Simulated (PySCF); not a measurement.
A run for PySCF: R-M06-2X/def2-TZVPPD on H2O (SMILES O).

```python
from pyscf import gto, dft

mol = gto.M(
    atom='''
    O    -0.04880423    0.63243907   -0.59994090
    H    -0.91007277    0.30571641   -0.87872982
    H    -0.00101452    0.43945104    0.34582986
    ''',
    basis='def2-tzvppd',
    charge=0, spin=0, verbose=4, max_memory=1800)
mf = dft.RKS(mol, xc='m062x').density_fit(auxbasis='def2-universal-jkfit')
mf.grids.level = 4
mf.conv_tol = 1e-9
mf.max_cycle = 150
mf.kernel()
mf.dip_moment()
```

It printed:

```
PySCF version 2.14.0

[INPUT] verbose = 4
[INPUT] num. atoms = 3
[INPUT] num. electrons = 10
[INPUT] charge = 0
[INPUT] spin (= nelec alpha-beta = 2S) = 0
[INPUT] symmetry False subgroup None
[INPUT] Mole.unit = angstrom
[INPUT] Symbol           X                Y                Z      unit          X                Y                Z       unit  Magmom
[INPUT]  1 O     -0.048804230000   0.632439070000  -0.599940900000 AA   -0.092226628420   1.195136632775  -1.133723991925 Bohr   0.0
[INPUT]  2 H     -0.910072770000   0.305716410000  -0.878729820000 AA   -1.719788288724   0.577720286685  -1.660558697288 Bohr   0.0
[INPUT]  3 H     -0.001014520000   0.439451040000   0.345829860000 AA   -0.001917164948   0.830442110755   0.653523721097 Bohr   0.0

nuclear repulsion = 9.12478317082448
number of shells = 28
number of NR pGTOs = 93
number of NR cGTOs = 74
basis = def2-tzvppd
ecp = {}


******** <class 'pyscf.df.df_jk.DFRKS'> ********
method = DFRKS
initial guess = minao
damping factor = 0
level_shift factor = 0
DIIS = <class 'pyscf.scf.diis.CDIIS'>
diis_start_cycle = 1
diis_space = 8
diis_damp = 0
SCF conv_tol = 1e-09
SCF conv_tol_grad = None
SCF max_cycles = 150
direct_scf = False
XC library pyscf.dft.libxc version 7.1.2
    S. Lehtola, C. Steigemann, M. J. T. Oliveira, and M. A. L. Marques,  SoftwareX 7, 1–5 (2018)
XC functionals = m062x
    Y. Zhao and D. G. Truhlar,  Theor. Chem. Acc. 120, 215 (2008)
    Y. Zhao and D. G. Truhlar,  Theor. Chem. Acc. 120, 215 (2008)
radial grids:
    Treutler-Ahlrichs [JCP 102, 346 (1995); DOI:10.1063/1.469408] (M4) radial grids

becke partition: Becke, JCP 88, 2547 (1988); DOI:10.1063/1.454033
pruning grids: <function nwchem_prune>
grids dens level: 4
symmetrized grids: False
atomic radii adjust function: <function treutler_atomic_radii_adjust>
small_rho_cutoff = 0
Set gradient conv threshold to 3.16228e-05
Initial guess from minao.
tot grids = 59680
******** <class 'pyscf.df.df.DF'> ********
auxbasis = def2-universal-jkfit
init E= -76.3170394946146
  HOMO = -0.451891910497189  LUMO = -0.00863369481677267  gap/eV = 12.06167
cycle= 1 E= -76.3717647186037  delta_E= -0.0547  |g|= 0.567  |ddm|= 0.86
  HOMO = -0.276887284582664  LUMO = 0.0145317837493378  gap/eV = 7.92992
cycle= 2 E= -76.3512506824483  delta_E= 0.0205  |g|= 0.69  |ddm|= 0.555
  HOMO = -0.406666152701412  LUMO = 0.00962691602084753  gap/eV = 11.32791
cycle= 3 E= -76.430977219943  delta_E= -0.0797  |g|= 0.0271  |ddm|= 0.27
  HOMO = -0.402293636641701  LUMO = 0.0118896433982857  gap/eV = 11.27050
cycle= 4 E= -76.4310959783561  delta_E= -0.000119  |g|= 0.00367  |ddm|= 0.0162
  HOMO = -0.402883176020829  LUMO = 0.0117385317425191  gap/eV = 11.28243
cycle= 5 E= -76.4310990218867  delta_E= -3.04e-06  |g|= 0.000505  |ddm|= 0.00262
  HOMO = -0.402922759987071  LUMO = 0.0117401154814428  gap/eV = 11.28355
cycle= 6 E= -76.4310991233668  delta_E= -1.01e-07  |g|= 6.92e-05  |ddm|= 0.000784
  HOMO = -0.402924570865736  LUMO = 0.0117419351566432  gap/eV = 11.28365
cycle= 7 E= -76.4310991265808  delta_E= -3.21e-09  |g|= 7.02e-06  |ddm|= 0.00017
  HOMO = -0.402925828929199  LUMO = 0.0117420442171486  gap/eV = 11.28369
cycle= 8 E= -76.4310991266149  delta_E= -3.41e-11  |g|= 9.85e-07  |ddm|= 1.06e-05
  HOMO = -0.402925855735617  LUMO = 0.0117420584071191  gap/eV = 11.28369
Extra cycle  E= -76.4310991266159  delta_E= -9.52e-13  |g|= 3.43e-07  |ddm|= 1.15e-06
converged SCF energy = -76.4310991266159
Dipole moment(X, Y, Z, Debye): -1.31176, -0.83758,  1.07346
```

The run converged.

Cost: around 2.4 core-seconds (rough).
